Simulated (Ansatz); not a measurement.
Gas-phase electronic energies from Ansatz, PBE0-D4/def2-TZVP geometries. CCSD(T)/CBS adds triple-zeta CCSD(T) − MP2 to the extrapolated MP2 energy (def2 sets, frozen cores). DFT in def2-TZVPP. B3LYP here is the variant with VWN-RPA as its local correlation; programs differ in this. For Ge outer-core shells are correlated without core-valence functions, which leaves a few kJ/mol of doubt a bond. Scalar relativity is left out up to krypton. Each species was taken in one conformer, which may not be the lowest.

`[F][GeH]` + `C[O][AlH][GeH3]` → `C[O][Ge][F]` + `[AlH2][GeH3]`  (redistribution)

`[F][GeH]`:

Cartesian coordinates in Å:
```
F -0.421 0.288 1.221
Ge -0.565 -0.272 -0.438
H 0.986 -0.016 -0.783
```

`C[O][AlH][GeH3]`:

```xyz
11

C    -1.379   -1.256    0.907
O    -1.277   -0.895   -0.439
Al   -0.251    0.088   -1.345
Ge    1.600    1.280   -0.209
H    -1.293   -2.343    1.011
H    -2.354   -0.957    1.304
H    -0.601   -0.793    1.527
H    -0.566    0.171   -2.892
H     2.969    0.929   -0.828
H     1.452    2.810   -0.333
H     1.701    0.965    1.297
```

`C[O][Ge][F]`:

```xyz
7

C    -0.808   -0.131    0.076
O     0.347   -0.942   -0.003
Ge    2.031   -0.445   -0.167
F     1.802    1.308   -0.198
H    -0.566    0.933    0.035
H    -1.476   -0.378   -0.754
H    -1.330   -0.344    1.012
```

`[AlH2][GeH3]`:

```xyz
7

Al   -1.314    0.147    0.562
Ge    0.958   -0.082   -0.399
H    -2.513    0.675   -0.334
H    -1.590   -0.258    2.072
H     2.078    0.063    0.649
H     1.134   -1.481   -1.030
H     1.247    0.936   -1.520
```

Is it downhill or uphill in electronic energy at CCSD(T)/CBS, and by how much? (Estimate.)

Ansatz gave: Uphill: ΔE = +0.11 eV.

What do these levels give: PBE-D4, r2SCAN-D4, PBE0-D4, B3LYP-D4, ωB97M-V, B2PLYP, PBE, PBE0, B3LYP, HF/def2-TZVPP, HF/CBS(def2), CCSD/CBS(def2)? (An estimate is asked.)

Ansatz gave: PBE-D4 0.06, r2SCAN-D4 0.09, PBE0-D4 0.11, B3LYP-D4 0.13, ωB97M-V 0.13, B2PLYP 0.11, PBE 0.06, PBE0 0.11, B3LYP 0.13, HF/def2-TZVPP 0.22, HF/CBS(def2) 0.24, CCSD/CBS(def2) 0.15 eV.

Largest T1 diagnostic among the species: 0.015.

In def2-TZVPP, CCSD(T) changes the Hartree–Fock value by −0.09 eV (the triples alone add −0.03 eV) and MP2 by −0.13 eV. From PBE to PBE0 (25 % exact exchange), in def2-TZVPP and without D4, ΔE moves by +0.05 eV.
